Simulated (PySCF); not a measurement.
## Excitation energy of Rh⁺ by level of theory

Rh⁺ [Kr] 4d8 (3F) → Rh⁺ [Kr] 4d7 5p1 (high-spin determinant), as a difference of total energies. All numbers are calculated (PySCF 2.14, scalar relativity through the core potential, in aug-cc-pwCVDZ-PP with ECP28MDF). Correlated levels: valence: 4s2 4p6 frozen. The calculations carry no spin-orbit coupling.

```
           method  excitation energy (eV)
              UHF                   6.016
    MP2 (valence)                   7.104
SCS-MP2 (valence)                   7.308
   CCSD (valence)                   6.903
CCSD(T) (valence)                   6.946
```

How much does correlation contribute at CCSD(T) (valence)?

6.946 − (6.016) = 0.930 eV, measured against UHF.

The determinant of the upper state mixes LS terms, which raises its energy above the lowest term, most at the Hartree-Fock and MP2 levels.
